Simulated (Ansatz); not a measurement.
Cost and result up the ladder for PPAsSb tetrahedron (SbAsP₂) (4 atoms). Total charge 0; singlet. Geometry: r2SCAN-D4/def2-SVP.

Cartesian coordinates in Å:
```
P -0.038 -0.164 1.402
P 0.008 1.400 -0.190
As -1.292 -0.513 -0.542
Sb 1.322 -0.722 -0.670
```

Ansatz on 4 threads of Arm Neoverse V1 on a shared host. Times are rough, and most runs start from the orbitals of an earlier one. ωB97X-V/def2-TZVP serves as the yardstick here, not as an exact answer. Differences are given only for rows in sets of like size (and for xTB, whose basis is part of the method), since another set adds its own error. Binding counts from free atoms at the same level (P quartet, As quartet, Sb quartet; other spins of the atoms weren't run), without zero-point energy or a counterpoise term.

In the def2 sets Sb takes a core potential; there is no spin–orbit coupling. HSE06 is defined as in plane-wave codes, on full-range PBE exchange. Correlated methods freeze 23 core orbitals; core or outer-core shells of As, Sb are correlated, in sets that lack core-valence functions.

Correlated methods converge slowly with the basis.

| level | functions | wall time | binding energy per atom (eV) | difference from ωB97X-V/def2-TZVP (eV) |
| --- | --- | --- | --- | --- |
| PBE-D4/def2-SVP | 94 | 0.96 s | 2.88 | – |
| LDA (SPW92)/def2-TZVP | 172 | 1.2 s | 3.56 | 0.75 |
| PBE0-D4/def2-SVP | 94 | 1.6 s | 2.65 | – |
| BLYP-D4/def2-TZVP | 172 | 2.7 s | 2.87 | 0.06 |
| PBE-D4/def2-TZVP (with forces) | 172 | 2.8 s | 2.99 | 0.19 |
| MP2/def2-TZVP | 172 | 3 s | 2.64 | -0.17 |
| BHLYP-D4/def2-TZVP | 172 | 3.6 s | 2.50 | -0.31 |
| PBE0-D4/def2-TZVP | 172 | 3.8 s | 2.78 | -0.03 |
| HSE06-D4/def2-TZVP | 172 | 4.2 s | 2.78 | -0.03 |
| RPA@PBE/def2-TZVP | 172 | 4.8 s | 2.49 | -0.31 |
| r2SCAN-D4/def2-TZVP | 172 | 6 s | 2.75 | -0.05 |
| ωB97X-V/def2-TZVP | 172 | 7.5 s | 2.81 | 0.00 |
| PBE-QIDH/def2-TZVP | 172 | 7.5 s | 2.66 | -0.14 |
| CCSD(T)/def2-TZVPP | 182 | 26 s | 2.47 | -0.34 |
